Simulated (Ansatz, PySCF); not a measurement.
Species: KCl (charge +1, doublet). 
Structure (B3LYP-D3(BJ)/def2-TZVP (Ansatz, a first-principles code) minimum search):
```
K
Cl 1 3.3244
```
Charge +1, spin multiplicity 2.

Total electronic energies in hartree. Cores are frozen in the correlated levels unless marked. Open shells are spin-unrestricted. Spin-orbit coupling is left out. Frozen are the shells of the preceding noble gas and the d and f shells that filled before the atom's block. The outer core of K, Ca and their heavier congeners is not correlated, a term that matters for these elements. No relativistic terms. FCI takes restricted orbitals. CBS marks a two-point X^-3 extrapolation of the correlation energy; Hartree-Fock from the larger set.

```json
[
 {"level": "HF/def2-QZVPPD", "program": "Ansatz", "energy (Eh)": "-1058.51250"},
 {"level": "PBE-D3(BJ)/def2-TZVPD", "program": "Ansatz + dftd3", "energy (Eh)": "-1059.49545"},
 {"level": "BP86-D4/def2-TZVPD", "program": "PySCF + dftd4", "energy (Eh)": "-1059.99661"},
 {"level": "PBE0/6-31G*", "program": "Ansatz", "energy (Eh)": "-1059.51888"},
 {"level": "PBE-QIDH/def2-TZVPD", "program": "Ansatz", "energy (Eh)": "-1059.34721"},
 {"level": "RI-MP2/def2-TZVPPD", "program": "Ansatz", "energy (Eh)": "-1058.64826"},
 {"level": "RI-MP2/CBS(def2-TZVPP,def2-QZVPP)", "program": "Ansatz", "energy (Eh)": "-1058.7009"},
 {"level": "SCS-MP2/6-31G*", "program": "Ansatz", "energy (Eh)": "-1058.52950"},
 {"level": "CCSD/def2-SVPD", "program": "Ansatz", "energy (Eh)": "-1058.40075"},
 {"level": "CCSD/def2-QZVPP", "program": "Ansatz", "energy (Eh)": "-1058.71077"},
 {"level": "CCSD(T)/def2-SVPD", "program": "Ansatz", "energy (Eh)": "-1058.40284"},
 {"level": "CCSD(T)/def2-TZVPPD", "program": "Ansatz", "energy (Eh)": "-1058.67777"},
 {"level": "CCSD(T)/def2-QZVPP", "program": "Ansatz", "energy (Eh)": "-1058.71810"},
 {"level": "FCI/STO-3G", "program": "Ansatz", "energy (Eh)": "-1047.56554"},
 {"level": "CCSD(T)/CBS(def2-TZVPPD,def2-QZVPPD)", "program": "Ansatz", "energy (Eh)": "-1058.7305"}
]
```

Totals of different functionals don't rank their quality; only differences between species are comparable.
